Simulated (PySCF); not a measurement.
# Reading the logs of faulty runs: CGeH4Si

Calculated results; nothing here was measured. They come from PySCF 2.14.0, an open-source quantum chemistry program, on an isolated molecule that a program drew, which may never have been made. The molecule is CGeH4Si (charge 0, singlet), drawn as the SMILES string `C=[SiH][GeH]`.

Each row is a Hartree-Fock (HF) and frozen-core CCSD(T) single point in the cc-pV(D+d)Z basis, meant for a local HF minimum. Run 1 is clean. Each other run has one planted mistake out of seven kinds, and not every kind appears here: one electron removed, one electron added, multiplicity raised by two, geometry at a saddle point, minimal basis STO-3G, one bond length entered in bohr, all coordinates scaled. The reference is restricted for singlets and unrestricted otherwise, and also for a bond in bohr. Adding or removing an electron swaps singlet and doublet. Electrons count all cores. HOMO and LUMO are orbital energies over both spins, the gradient is its largest component, and the lowest frequency (negative if imaginary) is given only where the gradient is small. Bond lengths are over the 6 bonds as drawn. T1 is the CCSD diagnostic: over 0.02 (restricted) or 0.045 (unrestricted) a single reference is doubtful. Germanium has the cc-pVDZ-PP basis, with a core potential (ECP10MDF) in place of its 10 inner electrons, and its 3s, 3p and 3d shells are frozen in CCSD(T).

Geometry of the clean run:
```xyz
7
CGeH4Si, angstrom
C    -3.6490   -1.8965    0.1824
Si   -2.2708   -0.8836    0.0757
Ge   -0.7350   -0.9652    1.9579
H    -3.8081   -2.5320    1.0482
H    -4.4207   -1.9656   -0.5781
H    -2.1299   -0.0486   -1.1386
H     0.2660    0.0984    1.3492
```

| run | electrons | basis functions | <S^2> | HOMO (eV) | LUMO (eV) | gradient (hartree/bohr) | lowest frequency (cm^-1) | mean bond (Å) | longest bond (Å) | T1 | HF (hartree) | CCSD(T) (hartree) | mistake |
|---|---|---|---|---|---|---|---|---|---|---|---|---|---|
| 1 | 56 | 80 | 0.000 | -8.42 | -0.30 | 4.1e-05 | 144 | 1.5631 | 2.431 | 0.0176 | -622.42374 | -622.79885 | no fault |
| 2 | 57 | 80 | 0.986 | -1.72 | 6.57 | 3.2e-02 | - | 1.5631 | 2.431 | 0.0391 | -622.46387 | -622.84066 | one electron added |
| 3 | 56 | 80 | 1.444 | -7.92 | -0.08 | 3.8e-02 | - | 1.7826 | 2.798 | 0.0822 | -622.32736 | -622.68361 | one bond length entered in bohr |
| 4 | 56 | 80 | 0.000 | -8.33 | -0.32 | 7.4e-03 | - | 1.5818 | 2.460 | 0.0179 | -622.42287 | -622.79977 | all coordinates scaled |
| 5 | 56 | 80 | 2.022 | -6.81 | -0.51 | 8.9e-02 | - | 1.5631 | 2.431 | 0.0147 | -622.39577 | -622.73268 | multiplicity raised by two |
| 6 | 55 | 80 | 1.191 | -14.35 | -6.34 | 4.8e-02 | - | 1.5631 | 2.431 | 0.0668 | -622.16933 | -622.48648 | ? |

**Which mistake was planted in run 6, and what did it cost?**

It counts 55 electrons, one fewer than the clean run, at the same geometry and basis. So the mistake is: one electron removed. Subtracting run 1 and multiplying by 627.51 kcal/mol a hartree, the energy moved by 159.6 kcal/mol in HF and 196.0 kcal/mol in CCSD(T).

Cautions from the logs. Run 3: T1 is over the limit, so its CCSD(T) energy is less reliable; run 6: T1 is over the limit, so its CCSD(T) energy is less reliable.
